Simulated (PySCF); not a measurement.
H7NO2Si2, SMILES N[Si@H](O)O[SiH3]. Atoms are numbered in the order given.

```xyz
12

N     -2.1686     0.3961     0.7738
Si    -0.9596     0.0190    -0.3873
O     -0.6024    -1.6067    -0.3214
O      0.5160     0.7307    -0.1360
Si     2.0858     0.2713     0.1714
H     -2.0057     0.2420     1.7650
H     -2.7647     1.2051     0.6265
H     -1.4828     0.4758    -1.6959
H     -1.3531    -2.2055    -0.2370
H      2.9020     1.5102     0.2992
H      2.1759    -0.4978     1.4466
H      2.6315    -0.5599    -0.9391
```
Charge 0, spin multiplicity 1.

Geometry: B3LYP-D3(BJ)/def2-SVP. The structure was generated by enumeration; whether it is a known compound was not checked. The values are those of a single conformer.

Calculation: CAM-B3LYP/def2-TZVP (PySCF).

Q: Estimate the frontier levels, gap, dipole moment and polarisability. (An estimate is asked for; the answer gives what the named calculation found.)

A: 
The highest occupied level is -9.32 eV and the lowest empty level is 1.27 eV. The orbital gap is 10.59 eV and the dipole moment is 2.18 D. The quadrupole, principal values (traceless, Buckingham form, about the centre of nuclear charge) is -2.32, -0.95, 3.27 D·Å. The mean static polarisability comes out as 61.8 bohr³ (9.16 Å³) and the polarisability, principal values comes out as 58.0, 58.7, 68.8 bohr³.
